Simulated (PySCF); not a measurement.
## How the method moves the HOMO and LUMO of `C=C(CF)[SiH2]N`

Compound: C3H8FNSi.
Geometry (PBE0-D3(BJ)/def2-SVP, Å), atoms numbered from 1 in this order:
```
atom  x, y, z in Å
C1    -1.579    0.773   -1.078
C2    -1.012   -0.062   -0.198
C3    -1.762   -1.248    0.327
F4    -3.035   -1.328   -0.173
Si5    0.749    0.231    0.394
N6     1.843   -0.355   -0.814
H7    -2.600    0.607   -1.437
H8    -1.046    1.646   -1.466
H9    -1.822   -1.204    1.430
H10   -1.231   -2.185    0.071
H11    0.870   -0.420    1.746
H12    1.001    1.692    0.580
H13    1.628   -1.223   -1.293
H14    2.843   -0.256   -0.685
```

Basis pcSseg-1 throughout (PySCF), one geometry. Isolated species at its PBE0-D3(BJ)/def2-SVP geometry (one conformer only).

Task: How do the orbital energies, the gap and the dipole change with the method?

Result: 
```tsv
method	kind	HOMO (eV)	LUMO (eV)	gap (eV)	μ (D)	SCF cycles
BLYP	GGA	-5.80	-1.23	4.57	2.11	15
OPBE	GGA	-5.92	-1.30	4.61	2.05	16
PBE	GGA	-5.93	-1.40	4.53	2.09	15
B97-D	GGA	-5.95	-1.28	4.66	2.11	15
KT2	GGA	-6.02	-1.42	4.59	2.05	16
KT3	GGA	-6.03	-1.37	4.66	2.02	15
LDA	LDA	-6.04	-1.61	4.42	2.20	15
BP86	GGA	-6.05	-1.49	4.56	2.11	14
B97-2	global hybrid	-7.11	-0.48	6.63	2.15	14
B3LYP	global hybrid	-7.12	-0.64	6.48	2.18	14
PBE0	global hybrid	-7.37	-0.45	6.92	2.17	14
mPW1PW91	global hybrid	-7.41	-0.45	6.95	2.17	14
BHandHLYP	global hybrid	-8.58	0.64	9.21	2.25	13
CAM-B3LYP	range-separated hybrid	-8.76	0.72	9.48	2.22	13
wB97X-D	range-separated hybrid	-9.29	1.36	10.65	2.21	14
HF	Hartree–Fock	-10.08	3.20	13.29	2.31	11
LC-wPBE	range-separated hybrid	-10.18	1.85	12.02	2.21	13
```

The HOMO spans 4.38 eV, from BLYP down to LC-wPBE, and the gap runs from 4.42 eV (LDA) to 13.29 eV (HF). Over the methods BLYP (0 %), OPBE (0 %), PBE (0 %), B97-D (0 %), KT2 (0 %), KT3 (0 %), LDA (0 %), BP86 (0 %), B97-2 (21 %), B3LYP (20 %), PBE0 (25 %), mPW1PW91 (25 %), BHandHLYP (50 %), HF (100 %), a straight line through the gap against the share of exact exchange rises by 0.88 eV for each 10 % (correlation coefficient 0.999). The dipole ranges from 2.02 D (KT3) to 2.31 D (HF). This basis has no diffuse functions.
